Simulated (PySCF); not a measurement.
## `InChI=1S/C2H9FO2Si3/c1-2(4)6-5-8-7-3/h6-8H2,1H3`

Geometry:
| atom | x (Å) | y (Å) | z (Å) |
| --- | --- | --- | --- |
| C1 | -2.668 | -0.210 | 1.093 |
| C2 | -1.276 | -0.065 | 0.546 |
| O3 | -0.317 | -0.504 | 1.151 |
| Si4 | -1.045 | 0.830 | -1.142 |
| O5 | 0.479 | 0.630 | -1.574 |
| Si6 | 2.015 | 0.072 | -1.311 |
| Si7 | 2.287 | -0.543 | 0.886 |
| F8 | 3.914 | -0.664 | 0.999 |
| H9 | -3.165 | 0.756 | 1.083 |
| H10 | -2.657 | -0.621 | 2.101 |
| H11 | -3.226 | -0.875 | 0.436 |
| H12 | -1.298 | 2.254 | -0.938 |
| H13 | -1.903 | 0.196 | -2.138 |
| H14 | 2.123 | -1.001 | -2.313 |
| H15 | 2.803 | 1.208 | -1.811 |
| H16 | 1.903 | -1.894 | 1.279 |
| H17 | 2.025 | 0.445 | 1.930 |

Computed, not measured: GIAO B3LYP/pcSseg-1 magnetisability, rotational g tensor and spin-rotation constants, non-relativistic, gas phase in PySCF. Geometry: GFN2-xTB.

**Question.** Give the nuclear spin-rotation constants along the inertial axes (H = +C I·J) beside the isotropic shieldings.

**Answer.** Rotational constants 1.8585, 0.7280, 0.5389 GHz. A star marks the isotopologue with that one atom substituted, in its own axes.
```csv
atom,isotope,Caa (kHz),Cbb (kHz),Ccc (kHz),mean (kHz),σ (ppm)
F8,19F,1.310,0.290,0.136,0.579,394.0
H9,1H,-0.072,-0.083,-0.021,-0.059,29.4
H10,1H,-0.203,0.032,-0.069,-0.080,29.6
H11,1H,-0.119,-0.083,-0.010,-0.071,29.6
H12,1H,-0.167,-0.058,0.018,-0.069,27.0
H13,1H,-0.102,-0.042,-0.011,-0.052,26.9
H14,1H,-0.172,-0.043,0.019,-0.065,26.3
H15,1H,-0.141,-0.009,-0.015,-0.055,26.3
H16,1H,-0.159,-0.018,0.001,-0.059,26.1
H17,1H,-0.155,-0.038,0.011,-0.060,26.3
C1,13C*,0.328,0.126,0.098,0.184,144.6
C2,13C*,1.358,0.421,0.122,0.633,-75.1
O3,17O*,-2.291,-0.568,-0.027,-0.962,-441.2
Si4,29Si*,-0.939,-0.452,-0.316,-0.569,400.0
O5,17O*,-0.253,-0.001,-0.007,-0.087,335.8
Si6,29Si*,-0.994,-0.466,-0.350,-0.603,369.6
Si7,29Si*,-1.045,-0.473,-0.340,-0.619,364.9
```
For the geometry as given, no vibrational averaging.

**Question.** How do the rotational constants and the g tensor change when H9, H10, H11, H12, H13, H14, H15, H16, H17 are replaced by deuterium?

**Answer.** Constants 1.6185, 0.6606, 0.4919 GHz; g -0.0398, -0.0196, -0.0133, against -0.0459, -0.0214, -0.0144 before.
